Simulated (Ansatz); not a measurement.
`[Br][GeH2][Br]` + `FBBr` → `[F][GeH2][Br]` + `BrBBr`  (redistribution)

Program: Ansatz. Geometries: PBE0-D4/def2-TZVP. ΔE: electronic, gas phase. CBS: MP2 limit from def2 TZ/QZ plus the TZ coupled-cluster correction, frozen cores. DFT in def2-TZVPP. B3LYP here is the variant with VWN-RPA as its local correlation; programs differ in this. HSE06 is defined as in plane-wave codes. For Br, Ge outer-core shells are correlated without core-valence functions, which leaves a few kJ/mol of doubt a bond. Scalar relativity is left out up to krypton.

Is it downhill or uphill in electronic energy at CCSD(T)/CBS, and by how much? (Estimate.)

The calculation gave: Uphill: ΔE = +81.7 kJ/mol.

What do these levels give: ωB97X-V, B3LYP, r2SCANh, HSE06, CCSD(T)/def2-TZVPP, MP2/def2-QZVPP? (Best estimate.)

Computed: ωB97X-V 83.8, B3LYP 87.5, r2SCANh 85.8, HSE06 86.9, CCSD(T)/def2-TZVPP 82.1, MP2/def2-QZVPP 79.5 kJ/mol.

Largest T1 diagnostic among the species: 0.011.

From BLYP to BHLYP (50 % exact exchange), in def2-TZVPP and without D4, ΔE moves by +8.2 kJ/mol. In def2-TZVPP, CCSD(T) changes the Hartree–Fock value by −14.5 kJ/mol (the triples alone add −2.4 kJ/mol) and MP2 by −16.4 kJ/mol. Leaving LDA and LC-ωPBE aside and taking each functional with its dispersion term where it has one, the values, not all of them listed here, spread over 13.3 kJ/mol, from revPBE-D4 to BHLYP-D4. LDA lies +4.6 kJ/mol from PBE without D4.
